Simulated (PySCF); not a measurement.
Radial density of Rb²⁹⁺ (rubidium, charge +29)

BHandHLYP, [He] 2s2 2p4, high-spin 3P determinant. Computed with PySCF 2.14 in an uncontracted even-tempered set (20 s from 8.1 bohr⁻², ratio 2.2; 12 p from 11 bohr⁻², ratio 2.2; 6 d from 49 bohr⁻², ratio 2.4; 5 f from 73 bohr⁻², ratio 2.4; 4 g from 110 bohr⁻², ratio 2.4), with the spin-free X2C one-electron Hamiltonian (Gaussian nucleus).

| r (bohr) | 4πr²ρ (e/bohr) | 4πr²(ρα − ρβ) |
| --- | --- | --- |
| 0.0271 | 44.97 | 0.9640 |
| 0.0456 | 35.78 | 3.8039 |
| 0.0767 | 30.24 | 9.8800 |
| 0.129 | 38.36 | 12.7878 |
| 0.217 | 18.11 | 5.1856 |
| 0.365 | 1.168 | 0.3082 |
| 0.614 | 0.002936 | 0.0008 |

Densities and radii are taken from the X2C orbitals without a picture-change correction, which distorts them close to the nucleus.

Spin-orbit coupling is strong in this species (close to jj coupling), so the high-spin LS determinant is a model state, not a physical level.
